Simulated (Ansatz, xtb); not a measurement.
## A geometry optimisation of AlBClH5Si with r2SCAN-D4/def2-SVP

The starting geometry of this gas-phase singlet was built from a drawn formula by distance geometry and a force field; its bonds are those of `[AlH2][B]([SiH3])Cl`.

```xyz
9

Al   -1.8164   -1.4384   -2.2021
B    -0.4071   -0.1990   -2.9982
Cl   -0.6950    0.5027   -4.6658
Si    1.2516    0.1810   -2.0275
H    -3.1599   -1.7116   -2.9830
H    -1.5983   -2.0937   -0.7644
H     2.1150    1.0677   -2.7949
H     0.8804    0.8436   -0.7657
H     1.9567   -1.0785   -1.7658
```

Where would you expect an optimisation with r2SCAN-D4/def2-SVP to take it?

It keeps its bonds, and is `[AlH2][B]([SiH3])Cl`.

The energy falls by 0.33 eV over 27 steps:

```csv
step,E − E(last) (eV)
1,0.327
4,0.093
7,0.090
10,0.072
13,0.033
15,0.008
18,0.001
21,0.000
24,0.000
27,0.000
```

Final geometry (Å):

```xyz
9

Al   -2.0108   -1.4612   -2.1874
B    -0.2736   -0.4964   -2.9524
Cl   -0.1338   -0.5868   -4.7269
Si    1.2600    0.4245   -2.0021
H    -3.3957   -0.6740   -2.0967
H    -1.9745   -2.9980   -1.7602
H     1.8466    1.5542   -2.7898
H     0.8809    0.9248   -0.6421
H     2.3281   -0.6134   -1.8099
```

From the same start GFN2-xTB ends elsewhere, differing in Al1–Cl3 (2.25 against 3.28 Å here).

No frequencies were run, so the end isn't proven a minimum. Run with Ansatz 0.2.0, 54 s on 2 threads of Intel(R) Xeon(R) Platinum 8259CL CPU @ 2.50GHz (Skylake/Cascade Lake), with other jobs on the host.
